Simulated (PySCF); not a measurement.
C7H7FO.
SMILES: `CO[C@@]12C=C[C@@H]1C=C2F`

The calculation used TDDFT PBE0/def2-SVPD, vertical, gas phase, core orbitals frozen in the response in PySCF 2.14.0, density-fitted response routines. One conformer (not necessarily the lowest) at the PBE0-D3(BJ)/def2-SVP geometry, without solvent, vibrations or thermal averaging. Torsions of this conformer, `[CH3:1][O:2][C@@:3]12[CH:4]=[CH:5][C@@H:6]1[CH:7]=[C:8]2[F:9]`: C1–O2–C3–C4 77°.

Each state is given a Gaussian of 0.5 eV full width at half maximum, with ε(max) = 2.175×10⁸ f / Δν̃ (Δν̃ the width in cm⁻¹). The width is an assumption, not a result. The curve ends short of the highest state used, and states not computed would add to its high-energy end.

| λ (nm) | ε (L mol⁻¹ cm⁻¹) |
| --- | --- |
| 181.9 | 2274 |
| 185.1 | 1358 |
| 188.4 | 655 |
| 191.7 | 263 |
| 194.9 | 98 |
| 198.2 | 57 |
| 201.4 | 108 |
| 204.7 | 261 |
| 208.0 | 524 |
| 211.2 | 846 |
| 214.5 | 1144 |
| 217.7 | 1297 |
| 221.0 | 1264 |
| 224.3 | 1073 |
| 227.5 | 818 |
| 230.8 | 565 |
| 234.0 | 372 |
| 237.3 | 235 |
| 240.5 | 150 |
| 243.8 | 95 |
| 247.1 | 60 |
| 250.3 | 38 |
| 253.6 | 22 |
| 256.8 | 13 |
| 260.1 | 7 |
| 263.4 | 4 |
| 266.6 | 2 |
| 269.9 | 1 |
| 273.1 | 0 |
| 276.4 | 0 |

**Question.** Locate the maxima and give the states behind the curve.

**Answer.** 219 nm (5.67 eV), ε about 1300, made up of S2 (11%) and S3 (88%) (ε in L mol⁻¹ cm⁻¹; maxima over ε = 5, shares over 10%). At its high-energy end, 6.82 eV, the curve is still rising (ε about 2300, from S4, S5 and S6). The states used: S1 5.24 eV (f 0.0014); S2 5.56 eV (f 0.0031); S3 5.68 eV (f 0.021); S4 6.79 eV (f 0.0070); S5 6.88 eV (f 0.0080); S6 7.01 eV (f 0.033); S7 7.11 eV (f 0.0069); S8 7.24 eV (f 0.016); S9 7.37 eV (f 0.0087); S10 7.42 eV (f 0.022).

**Question.** Coming from long wavelengths, where does ε first pass 100 L mol⁻¹ cm⁻¹?

**Answer.** At about 243 nm (5.09 eV), 0.14 eV below S1.

**Question.** On this curve, what absorbance would a 10⁻⁴ mol/L sample give at 254 nm over a 1 cm path?

**Answer.** 254 nm is 4.881 eV, where ε is about 21 L mol⁻¹ cm⁻¹, so A = ε c l ≈ 0.0021 (Beer–Lambert, with the gas-phase spectrum and the assumed width).

**Question.** What would ε be at 5.67 eV, the highest of these maxima, with half the width (0.25 eV)?

**Answer.** About 2480 L mol⁻¹ cm⁻¹ against 1310, a factor of about 1.9; a lone state at its own centre would give exactly 2.

All these states lie below the vertical ionisation energy of 9.01 eV (ΔSCF).
